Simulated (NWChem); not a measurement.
Molecule: C$_{2}$H$_{4}$NO, doublet; SMILES [NH]C(=O)C

```xyz
8

C      0.0137     1.3882     0.0124
C      0.0596    -0.1048     0.1287
N     -0.9744    -0.8060    -0.4334
O      1.0177    -0.7251     0.5737
H      0.0692     1.6740    -1.0490
H     -0.9414     1.7727     0.4010
H      0.8531     1.8330     0.5603
H     -1.0668    -1.7080     0.0516
```
Atoms are numbered in this order, from 1.

Results from NWChem. Pople sets run with spherical d functions. Spin-unrestricted. All runs use the structure optimised with PBE0/def2-SVP, spin-unrestricted. No stability test was run on the SCF state. Level: M06-2X/6-31G* with SMD (1 M gas to 1 M solution), gas-phase geometry. Reactions with the solvent are ignored.

```csv
solvent,dielectric constant,solvation free energy (kcal/mol),cavity-dispersion-structure term (kcal/mol),dipole in solution (D)
water,78.4,-5.8,2.3,2.40
n-hexane,1.88,-2.9,-0.3,1.86
methanol,32.6,-5.3,2.6,2.38
cyclohexanone,15.6,-5.1,0.3,2.03
benzene,2.27,-3.5,-0.4,1.89
1-propanol,20.5,-5.2,2.2,2.30
```
